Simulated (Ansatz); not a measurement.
H₂AsF₃Sn, singlet, at the geometry of the source list (all electrons, no relativity); SC-NEVPT2/STO-3G, CASSCF(2,2) in Ansatz (a quantum-chemistry and plane-wave program).

Here is a job for Ansatz.
Ansatz 0.2 input:
```yaml
crystal:
  periodic: [false, false, false]
  atoms:
    - {symbol: F, position_ang: [-1.96870000, -0.54070000, 1.76960000]}
    - {symbol: Sn, position_ang: [-0.83440000, -0.05760000, 0.14280000]}
    - {symbol: F, position_ang: [-1.57380000, 1.65980000, -0.66270000]}
    - {symbol: F, position_ang: [-1.15770000, -1.48390000, -1.27010000]}
    - {symbol: As, position_ang: [1.71140000, 0.14550000, 0.70440000]}
    - {symbol: H, position_ang: [1.83460000, 1.19740000, -0.36360000]}
    - {symbol: H, position_ang: [1.98860000, -0.92040000, -0.32040000]}
basis:
  gaussian:
    orbitals: STO-3G
magnetization: {spin_polarized: false}
correlation: {method: sc_nevpt2, electrons: all, active_space: {window: {electrons: 2, orbitals: 2}}}
```

Task: Predict the main parts of the log of this Ansatz run.

Result: 
```
Functional definition: HF
791 factors; integrals over basis functions are off by at most 3.4e-5 eV
mean field evaluation 1: about -230416.4806 eV, gradient 2.9e1 eV
mean field evaluation 2: about -230416.5430 eV, gradient 2.9e1 eV
mean field evaluation 4: about -230422.5788 eV, gradient 2.2e0 eV
mean field evaluation 8: about -230422.6165 eV, gradient 6.5e-4 eV
mean field -230422.61653555 eV, -8467.8749716224 hartree, gradient 3.4e-6 eV, S^2 0.000000; 0 other end points of the search recorded, 0 dependent functions left out
reference -230422.61653555 eV, -8467.8749716224 hartree; 56, 56 occupied and 6, 6 virtual orbitals, 791 factors
state -230423.40831649 eV, -8467.9040690354 hartree
state -230423.40831649 eV, -8467.9040690354 hartree; corrected -230426.02327770 eV, -8468.0001670871 hartree
state -230422.86048797 eV, -8467.8839367085 hartree
state -230422.86048797 eV, -8467.8839367085 hartree; corrected -230425.85070214 eV, -8467.9938250525 hartree
state -230423.40831649 eV, -8467.9040690354 hartree; corrected -230426.02327770 eV, -8468.0001670871 hartree
Total energy: -230426.02327770 eV, -8468.0001670871 hartree
```
